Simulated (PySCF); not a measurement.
ClCs, triplet, at the geometry of the source list (a higher spin typed on purpose: for a closed-shell molecule this is an excited state) (core potentials on Cs); HF/def2-SVP run with PySCF.

Here is a job for PySCF.
```python
from pyscf import gto, scf

mol = gto.Mole()
mol.atom = '''
    Cs   -0.896400   -0.791600   -0.841800
    Cl    0.896400    0.791600    0.841800
'''
mol.basis = 'def2-svp'
mol.ecp = {'Cs': 'def2-svp'}
mol.charge = 0
mol.spin = 2
mol.verbose = 4
mol.build()

mf = scf.UHF(mol)
mf.kernel()
mo_i, mo_e, stable_i, stable_e = mf.stability(internal=True, external=True, return_status=True, nroots=6, tol=1e-6)
print('internally stable:', stable_i, ' externally stable:', stable_e)
if not stable_i:
    umf = mf.copy()
    umf.scf_summary = {}
    umf.kernel(umf.make_rdm1(mo_i, mf.mo_occ))
```

The log (banner, timings and long lists left out):

```
PySCF version 2.14.0

[INPUT] verbose = 4
[INPUT] num. atoms = 2
[INPUT] num. electrons = 26
[INPUT] charge = 0
[INPUT] spin (= nelec alpha-beta = 2S) = 2
[INPUT] symmetry False subgroup None
[INPUT] Mole.unit = angstrom
[INPUT] Symbol           X                Y                Z      unit          X                Y                Z       unit  Magmom
[INPUT]  1 Cs    -0.896400000000  -0.791600000000  -0.841800000000 AA   -1.693950498060  -1.495907200206  -1.590771451659 Bohr   0.0
[INPUT]  2 Cl     0.896400000000   0.791600000000   0.841800000000 AA    1.693950498060   1.495907200206   1.590771451659 Bohr   0.0

nuclear repulsion = 27.6807860455832
number of shells = 18
number of NR pGTOs = 71
number of NR cGTOs = 42
basis = def2-svp
ecp = {'Cs': 'def2-svp'}

******** <class 'pyscf.scf.uhf.UHF'> ********
method = UHF
initial guess = minao
damping factor = 0
level_shift factor = 0
DIIS = <class 'pyscf.scf.diis.CDIIS'>
diis_start_cycle = 1
diis_space = 8
diis_damp = 0
SCF conv_tol = 1e-09
SCF conv_tol_grad = None
SCF max_cycles = 50
direct_scf = True
direct_scf_tol = 1e-13
number electrons alpha = 14  beta = 12
Set gradient conv threshold to 3.16228e-05
init E= -475.660654412498

cycle= 1 E= -479.12967018667  delta_E= -3.47  |g|= 0.232  |ddm|= 1.58
cycle= 2 E= -479.149128478355  delta_E= -0.0195  |g|= 0.0402  |ddm|= 0.408
cycle= 3 E= -479.151026298524  delta_E= -0.0019  |g|= 0.013  |ddm|= 0.135
cycle= 4 E= -479.151315986586  delta_E= -0.00029  |g|= 0.0037  |ddm|= 0.0825
cycle= 5 E= -479.151354302161  delta_E= -3.83e-05  |g|= 0.000925  |ddm|= 0.0411
cycle= 6 E= -479.151361299767  delta_E= -7e-06  |g|= 0.000406  |ddm|= 0.02
cycle= 7 E= -479.151363222557  delta_E= -1.92e-06  |g|= 0.000199  |ddm|= 0.00897
cycle= 8 E= -479.151363770861  delta_E= -5.48e-07  |g|= 8.16e-05  |ddm|= 0.004
cycle= 9 E= -479.151363858139  delta_E= -8.73e-08  |g|= 3.06e-05  |ddm|= 0.00145
cycle= 10 E= -479.151363868449  delta_E= -1.03e-08  |g|= 1.05e-05  |ddm|= 0.00078
cycle= 11 E= -479.151363869216  delta_E= -7.66e-10  |g|= 3.2e-06  |ddm|= 0.000265
Extra cycle  E= -479.151363869244  delta_E= -2.86e-11  |g|= 1.96e-06  |ddm|= 1.33e-05
converged SCF energy = -479.151363869244  <S^2> = 2.0063523  2S+1 = 3.0042319
uhf_internal: lowest eigs of H = [0.00138452 0.00138459 0.07084323 0.07084326 0.08294968 0.1339245 ]
<class 'pyscf.scf.uhf.UHF'> wavefunction is stable in the internal stability analysis
uhf_real2complex: lowest eigs of H = [0.0130974  0.01309741 0.04123945 0.04123946 0.04538005 0.06778101]
<class 'pyscf.scf.uhf.UHF'> wavefunction is stable in the real -> complex stability analysis
uhf_external: lowest eigs of H = [-9.41107673e-02 -4.36653523e-03 -4.36633474e-03  1.07924397e-08
  3.89756957e-03  4.13029023e-02]
<class 'pyscf.scf.uhf.UHF'> wavefunction has an UHF/UKS -> GHF/GKS instability
internally stable: True  externally stable: False
```
